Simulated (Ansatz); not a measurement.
Ansatz (a program for electronic structure) input (B3LYP/6-31G*):

Ansatz 0.2 input:
```yaml
crystal:
  periodic: [false, false, false]
  atoms:
    - {symbol: F, position_ang: [-1.02012856, -0.25279695, 0.03047619]}
    - {symbol: C, position_ang: [-0.03126398, 0.59606588, 0.00107136]}
    - {symbol: F, position_ang: [1.04097121, -0.14458031, -0.03119043]}
basis:
  gaussian:
    orbitals: 6-31G*
hamiltonian:
  xc: {name: B3LYP}
total_charge: 1
magnetization: {spin_polarized: true, initial_magnetization: 1}
```

Output:

```
WARN ansatz: RAYON_NUM_THREADS=1 ignored (pool sized by the plan → 1); use --threads N
Functional definition: B3LYP
integrals: 0.01 GiB planned
396 factors; integrals over basis functions are off by at most 7.7e-4 eV
mean field: 0.12 GiB planned
mean field evaluation 1: about -6447.0904 eV, gradient 5.4e1 eV
mean field evaluation 2: about -6404.1780 eV, gradient 1.3e2 eV
mean field evaluation 4: about -6455.9699 eV, gradient 2.2e0 eV
mean field evaluation 8: about -6456.0697 eV, gradient 7.4e-2 eV
mean field evaluation 16: about -6456.0697 eV, gradient 4.4e-5 eV
mean field -6456.06972317 eV, -237.2561862453 hartree, gradient 4.4e-5 eV, S^2 0.753635; 0 other end points of the search recorded, 0 dependent functions left out
reference -6456.06981557 eV, -237.2561896409 hartree; 12, 11 occupied and 33, 34 virtual orbitals, 396 factors
Total energy: -6456.06981557 eV, -237.2561896409 hartree
```

The dipole moment of an ion depends on the origin.
